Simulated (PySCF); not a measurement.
Compound: C4H4N3 (doublet state).
Atom-mapped SMILES: `[H]/[N:4]=[C:3](/[N:2]=[CH2:1])[CH:5][C:6]#[N:7]` (hydrogens: H8, H9 on C1; H10 on N4; H11 on C5)

Geometry (GFN2-xTB, Å), atoms numbered from 1 in this order:
```
atom  x, y, z in Å
C1     1.866   -0.707   -0.055
N2     0.790   -0.405    0.501
C3    -0.064    0.617    0.144
N4     0.385    1.823    0.126
C5    -1.407    0.216   -0.142
C6    -1.756   -1.107   -0.280
N7    -2.044   -2.222   -0.384
H8     2.238   -0.235   -0.966
H9     2.460   -1.498    0.380
H10   -0.318    2.551    0.061
H11   -2.146    0.970   -0.372
```

The hyperfine couplings belong to this conformer and change with its torsions.

The calculation used PySCF, UKS B3LYP, pcH-1 on C H N, non-relativistic, mean-field spin-orbit, GIAO. One conformer (not necessarily the lowest) at the GFN2-xTB geometry, without solvent, vibrations or thermal averaging. The geometry wasn't refined by DFT: couplings that depend on bond lengths, twists or pyramidal angles can differ widely from those at the functional's own minimum. The frame is twisted about the N2–C3 bond at this geometry (dihedral C1–N2–C3–N4 = -58°); couplings at other torsion angles weren't computed. Stability of the SCF solution: not tested. ⟨S²⟩ is 0.778 where a pure state has 0.75.

Question: The isotropic 13C couplings are +61.7, -51.5, -41.0, -10.3 MHz. Assign them to C1; C3; C5; C6.

Answer: 
```tsv
site	a_iso (MHz)	ρ(0) (bohr⁻³)	position	distance from C5 (Å)	spin population	largest |T| (MHz)
C1	-10.3	-0.0091	3 bonds from C5	3.40	-0.02	3.5
C3	-41.0	-0.0365	1 bond from C5	1.43	-0.17	21.4
C5	+61.7	+0.0549	largest spin population	0.00	+0.71	113.1
C6	-51.5	-0.0458	1 bond from C5	1.38	-0.19	19.7
```

Question: The isotropic 14N couplings are +12.0, +7.8, -3.4 MHz. Assign them to N2; N4; N7.

Answer: 
```
site  a_iso (MHz)  ρ(0) (bohr⁻³)         position  distance from C5 (Å)  spin population  largest |T| (MHz)
  N2         -3.4        -0.0105  2 bonds from C5                  2.37            +0.01                1.6
  N4        +12.0        +0.0371  2 bonds from C5                  2.42            +0.35               32.0
  N7         +7.8        +0.0241  2 bonds from C5                  2.53            +0.34               28.8
```

ρ(0) is the spin density at the nucleus and T the dipolar tensor. The largest Mulliken spin populations are on C5 (+0.71), N4 (+0.35), N7 (+0.34) and C6 (-0.19). Three atoms exceed +0.15. The positive populations add up to 1.42 and the negative ones to -0.42, together 2S = 1. The angles at C5 add up to 359.6°, so it is planar; its axial dipolar tensor and the negative coupling of its proton fit spin in a p orbital normal to that plane.

β density exceeds α density at some nuclei, such as C6 (-0.0458), C3 (-0.0365) and H11 (-0.0105), spin density in bohr⁻³. In a single determinant that takes different orbitals for the two spins, that is spin polarisation.
